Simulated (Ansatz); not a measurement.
This geometry of C2H3OSi (7 atoms, charge -1, multiplicity 1) is a first-order saddle point.

Method: RKS PBE0/def2-SVP in Ansatz 0.2.0.

```xyz
7
Properties=species:S:1:pos:R:3
O -1.513 0.244 -0.743
C -0.463 -0.385 -0.066
Si 0.336 -1.781 0.577
C 0.731 0.223 0.544
H -1.272 0.220 -1.675
H 0.637 0.842 1.464
H 1.543 0.636 -0.100
```

**Question.** Which two structures does it join? (They come from a converged band through this point; their orientation in space is the band's.)

**Answer.** No bond is made or broken. The dihedral H5–O1–C2–C4 goes from 0 to 180°.

Image 0:

```xyz
7
Properties=species:S:1:pos:R:3
O -1.431 -0.181 -0.950
C -0.450 -0.574 -0.063
Si 0.311 -1.710 1.005
C 0.695 0.217 0.402
H -1.190 0.723 -1.189
H 0.532 1.079 1.091
H 1.533 0.447 -0.296
```

Image 6:

```xyz
7
Properties=species:S:1:pos:R:3
O -1.211 0.344 -1.031
C -0.367 -0.283 -0.136
Si 0.166 -1.609 0.854
C 0.833 0.291 0.469
H -1.890 -0.313 -1.222
H 0.736 1.101 1.226
H 1.735 0.470 -0.158
```

**Question.** How far does it lie above each of them?

**Answer.** 21.4 kJ/mol above the first and 26.5 kJ/mol above the second. This is the barrier of this one path; another mechanism may lie lower. Limits of this set-up: an anion without diffuse functions, the dipole of an ion depends on the origin.

Time of the run: 77 s on 1 thread of Arm Neoverse V1, on a shared host, peak memory 0.14 GiB.
